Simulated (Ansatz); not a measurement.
Input file for Ansatz (an electronic-structure program): R-r2SCAN/def2-TZVPP on GeH3N (SMILES [NH2][GeH]), atoms moved off the minimum.

Ansatz 0.2 input:
```yaml
crystal:
  periodic: [false, false, false]
  atoms:
    - {symbol: Ge, position_ang: [-0.11163288, 0.17610166, 0.35216690]}
    - {symbol: H, position_ang: [-0.49287960, 1.44229478, -0.76202373]}
    - {symbol: N, position_ang: [0.43368273, -0.95466909, -0.99601245]}
    - {symbol: H, position_ang: [0.52366685, -0.74934891, -1.86107583]}
    - {symbol: H, position_ang: [0.95427495, -1.78397833, -0.67839649]}
basis:
  gaussian:
    orbitals: def2-TZVPP
hamiltonian:
  xc: {name: r2SCAN}
scf: {lower_state_search: off}
output: {forces: true}
```

The head of its log:

```
WARN ansatz: RAYON_NUM_THREADS=1 ignored (pool sized by the plan → 1); use --threads N
Functional definition: r2SCAN
these checks for a lower state are left out or cut short: stability, starts, cluster_reference, orbital_swaps, neighbouring_geometries, increment
integrals: 0.04 GiB planned
690 factors; their error is unknown
mean field: 0.32 GiB planned
mean field evaluation 1: about -58046.2637 eV, gradient 7.1e1 eV
mean field evaluation 2: about -57992.4931 eV, gradient 1.4e2 eV
```

Task: Give the final energy of this run.

Result: -2133.5127 hartree.
